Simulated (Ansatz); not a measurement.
`CCCBr` + H₂ → `CCBr` + CH₄ at 500 K and 1 bar (hydrogenolysis of a C–C bond).

Computed with Ansatz on PBE0-D4/def2-TZVP structures; ΔE is electronic, products minus reactants. CCSD(T)/CBS adds triple-zeta CCSD(T) − MP2 to the extrapolated MP2 energy (def2 sets, frozen cores). This one scheme is used for every species. For Br outer-core shells are correlated without core-valence functions, which leaves a few kJ/mol of doubt a bond. Scalar relativity is left out up to krypton. One conformer a species, not always the lowest.

```json
{"species": "`CCCBr`", "CCSD(T)/CBS energy (Eh)": "-2691.69941", "H − E (kJ/mol)": "286.2", "S (J/(mol·K))": "370.7"}
{"species": "H₂", "CCSD(T)/CBS energy (Eh)": "-1.17544", "H − E (kJ/mol)": "41.0", "S (J/(mol·K))": "145.5"}
{"species": "`CCBr`", "CCSD(T)/CBS energy (Eh)": "-2652.43806", "H − E (kJ/mol)": "202.3", "S (J/(mol·K))": "324.8"}
{"species": "CH₄", "CCSD(T)/CBS energy (Eh)": "-40.46206", "H − E (kJ/mol)": "135.6", "S (J/(mol·K))": "206.8"}
```

H − E and S are ideal-gas, rigid-rotor, harmonic terms from PBE0-D4/def2-TZVP, for one conformer and one mirror image of each species. For small species the MP2-based limit differs from directly extrapolated CCSD(T) by up to some mEh (0.8 for H₂); such offsets cancel only in part. 1 Eh = 2625.50 kJ/mol, R = 8.31446 J/(mol·K).

By hand: ΔE, ΔH, ΔS and ΔG.

ΔE = (-2652.43806) + (-40.46206) − (-2691.69941) − (-1.17544) = -0.02527 Eh = -66.3 kJ/mol. Δ(H − E) = 202.3 + 135.6 − 286.2 − 41.0 = 10.7, so ΔH = -55.6 kJ/mol. ΔS = 324.8 + 206.8 − 370.7 − 145.5 = 15.4 J/(mol·K). ΔG = -55.6 − 500 × (15.4)/1000 = -63.3 kJ/mol.

By hand: the equilibrium constant, and the temperature at which ΔG would vanish if ΔH and ΔS stayed fixed.

log₁₀ K = −ΔG/(RT ln 10) = 6.6. ΔH and −TΔS have one sign here, so there is no such temperature.

ΔH outweighs TΔS. A doubt of 5 kJ/mol in ΔE shifts log₁₀ K by 0.5 here. Other conformers and mirror images would add mixing entropy, several J/(mol·K) or more a flexible species. These are equilibria of isolated gas molecules and say nothing of rates. Largest T1 diagnostic: 0.008 (customary marks: 0.02 for closed shells, 0.045 for open ones).
